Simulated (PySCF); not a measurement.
Record of a relaxation.

BBrH₅N.
Bonds: N1–B2, B2–Br3. Hydrogens: H4, H5, H6 on N1; H7, H8 on B2.

Computed by this run: PBE0-D3(BJ)/def2-SVP geometry optimisation, gas phase in PySCF 2.14.0; density fitting, grid level 1; the optimiser is geomeTRIC in internal coordinates, started from a GFN2-xTB structure with every atom displaced at random (about 0.01 Å). The frame can shift and turn from step to step; on so coarse a grid that alone can change the energy by a few meV, and forces under 0.02 eV/Å are noise.

Step 0: E = -72274.7803 eV, largest atomic force 1.444 eV/Å
```
atom  x, y, z in Å  |  force x, y, z in eV/Å
N1     -0.796    0.193    0.053   -0.100   0.890  -1.132
B2      0.692   -0.402   -0.151   -0.309   0.257  -0.036
Br3     1.831    1.033    0.595    0.512   0.537   0.304
H4     -0.930    0.406    1.036   -0.227  -0.069   0.296
H5     -1.525   -0.435   -0.305    0.074   0.067   0.254
H6     -0.879    1.106   -0.459    0.111  -0.952   0.535
H7      0.771   -1.393    0.496   -0.025  -0.619   0.362
H8      0.890   -0.527   -1.318   -0.036  -0.112  -0.582
```

Step 1: E = -72274.8286 eV, largest atomic force 0.296 eV/Å
```
atom  x, y, z in Å  |  force x, y, z in eV/Å
N1     -0.807    0.156    0.032    0.029   0.173   0.170
B2      0.719   -0.330   -0.125    0.210   0.020   0.087
Br3     1.835    1.222    0.552   -0.102  -0.045  -0.051
H4     -0.976    0.517    0.979    0.040  -0.035  -0.227
H5     -1.427   -0.633   -0.130   -0.222  -0.195  -0.026
H6     -1.042    0.886   -0.642    0.042   0.094   0.092
H7      0.847   -1.301    0.595    0.000   0.010  -0.010
H8      0.907   -0.527   -1.308    0.003  -0.023  -0.036
```

Step 2: E = -72274.8355 eV, largest atomic force 0.141 eV/Å
```
atom  x, y, z in Å  |  force x, y, z in eV/Å
N1     -0.806    0.154    0.032   -0.081  -0.111  -0.034
B2      0.724   -0.337   -0.125    0.082   0.006   0.012
Br3     1.815    1.227    0.545   -0.011   0.021  -0.011
H4     -0.970    0.514    0.975    0.012   0.005   0.006
H5     -1.445   -0.627   -0.135   -0.019   0.044  -0.005
H6     -1.030    0.900   -0.629    0.033   0.048   0.032
H7      0.854   -1.305    0.598   -0.006   0.007   0.001
H8      0.913   -0.536   -1.308   -0.010  -0.021  -0.001
```

Step 3: E = -72274.8381 eV, largest atomic force 0.116 eV/Å
```
atom  x, y, z in Å  |  force x, y, z in eV/Å
N1     -0.806    0.150    0.031   -0.051  -0.091  -0.052
B2      0.727   -0.343   -0.124   -0.017  -0.001  -0.026
Br3     1.802    1.236    0.536    0.015   0.021  -0.001
H4     -0.965    0.504    0.976   -0.002   0.000   0.062
H5     -1.462   -0.616   -0.146    0.036   0.062  -0.014
H6     -1.014    0.914   -0.616    0.018   0.015   0.004
H7      0.858   -1.308    0.602    0.006   0.010   0.014
H8      0.916   -0.546   -1.307   -0.005  -0.015   0.012
```

Step 4: E = -72274.8395 eV, largest atomic force 0.065 eV/Å
```
atom  x, y, z in Å  |  force x, y, z in eV/Å
N1     -0.807    0.147    0.030    0.005  -0.013  -0.007
B2      0.728   -0.347   -0.123   -0.057  -0.006  -0.032
Br3     1.794    1.243    0.525    0.018   0.011   0.001
H4     -0.964    0.490    0.981   -0.011  -0.018   0.035
H5     -1.473   -0.606   -0.161    0.034   0.026  -0.021
H6     -1.000    0.927   -0.603    0.004  -0.002  -0.004
H7      0.861   -1.307    0.609    0.010   0.012   0.018
H8      0.916   -0.557   -1.305   -0.003  -0.010   0.009
```

Step 5: E = -72274.8408 eV, largest atomic force 0.083 eV/Å
```
atom  x, y, z in Å  |  force x, y, z in eV/Å
N1     -0.808    0.146    0.031    0.052   0.053   0.035
B2      0.727   -0.350   -0.122   -0.057  -0.005  -0.022
Br3     1.791    1.250    0.509    0.012  -0.003  -0.003
H4     -0.968    0.470    0.988   -0.018  -0.027  -0.001
H5     -1.479   -0.594   -0.184    0.014  -0.014  -0.023
H6     -0.986    0.942   -0.585   -0.009  -0.008  -0.005
H7      0.864   -1.303    0.618    0.009   0.010   0.016
H8      0.913   -0.570   -1.302   -0.003  -0.007   0.002
```

Step 6: E = -72274.8420 eV, largest atomic force 0.120 eV/Å
```
atom  x, y, z in Å  |  force x, y, z in eV/Å
N1     -0.808    0.147    0.032    0.067   0.082   0.057
B2      0.724   -0.352   -0.121   -0.025   0.002  -0.002
Br3     1.794    1.255    0.486    0.001  -0.014  -0.008
H4     -0.977    0.442    0.998   -0.019  -0.023  -0.029
H5     -1.480   -0.581   -0.214   -0.008  -0.038  -0.017
H6     -0.970    0.963   -0.562   -0.016  -0.007  -0.002
H7      0.867   -1.295    0.632    0.003   0.004   0.006
H8      0.906   -0.587   -1.299   -0.004  -0.005  -0.006
```

Step 7: E = -72274.8426 eV, largest atomic force 0.073 eV/Å
```
atom  x, y, z in Å  |  force x, y, z in eV/Å
N1     -0.807    0.149    0.035    0.037   0.051   0.035
B2      0.722   -0.353   -0.120    0.010   0.009   0.011
Br3     1.802    1.255    0.467   -0.006  -0.015  -0.009
H4     -0.987    0.423    1.004   -0.011  -0.009  -0.024
H5     -1.476   -0.574   -0.234   -0.013  -0.028  -0.006
H6     -0.964    0.976   -0.545   -0.011  -0.003   0.001
H7      0.867   -1.288    0.641   -0.002  -0.002  -0.002
H8      0.897   -0.599   -1.297   -0.004  -0.004  -0.006
```

Step 8: E = -72274.8427 eV, largest atomic force 0.022 eV/Å
```
atom  x, y, z in Å  |  force x, y, z in eV/Å
N1     -0.806    0.152    0.038    0.005   0.012   0.007
B2      0.722   -0.352   -0.120    0.017   0.009   0.009
Br3     1.809    1.253    0.457   -0.004  -0.007  -0.007
H4     -0.991    0.420    1.007   -0.002   0.000  -0.006
H5     -1.472   -0.573   -0.237   -0.006  -0.007   0.002
H6     -0.965    0.980   -0.540   -0.003   0.000   0.002
H7      0.867   -1.286    0.644   -0.003  -0.003  -0.003
H8      0.891   -0.603   -1.297   -0.004  -0.004  -0.003
```

Problem. Summarise the path.

Solution. The energy falls by 1.44 kcal/mol from step 0 to step 8; nine tenths of that is first reached at step 3. It falls at every step. The largest force goes from 1.444 to 0.022 eV/Å. Among the bonds B2–Br3 changes most, from 1.978 to 2.023 Å; the atoms move by 0.034 Å rms after alignment.

Problem. Follow the three bonds and two angles with the largest change from start to end.

Solution. 
| step | E above end (kcal/mol) | largest force (eV/Å) | B2–Br3 (Å) | B2–H7 (Å) | N1–H6 (Å) | H4–N1–H5 (°) | N1–B2–H8 (°) |
| --- | --- | --- | --- | --- | --- | --- | --- |
| 0 | 1.44 | 1.444 | 1.978 | 1.186 | 1.050 | 111.8 | 108.4 |
| 1 | 0.32 | 0.296 | 2.028 | 1.216 | 1.022 | 108.6 | 106.9 |
| 2 | 0.17 | 0.141 | 2.021 | 1.215 | 1.022 | 108.6 | 107.0 |
| 3 | 0.11 | 0.116 | 2.020 | 1.215 | 1.022 | 108.6 | 106.9 |
| 4 | 0.07 | 0.065 | 2.021 | 1.215 | 1.022 | 108.7 | 107.0 |
| 5 | 0.05 | 0.083 | 2.022 | 1.215 | 1.022 | 108.8 | 107.0 |
| 6 | 0.02 | 0.120 | 2.024 | 1.215 | 1.022 | 108.9 | 107.0 |
| 7 | 0.00 | 0.073 | 2.024 | 1.215 | 1.023 | 108.9 | 107.0 |
| 8 | 0.00 | 0.022 | 2.023 | 1.215 | 1.023 | 108.8 | 106.9 |

The cost below is that of the whole optimisation. The run took 18 s wall on one thread, Intel Xeon Platinum 8488C (x86_64), no GPU, shared host with 192 logical CPUs at a one-minute load of 35, and the process peaked at 0.36 GiB of memory.
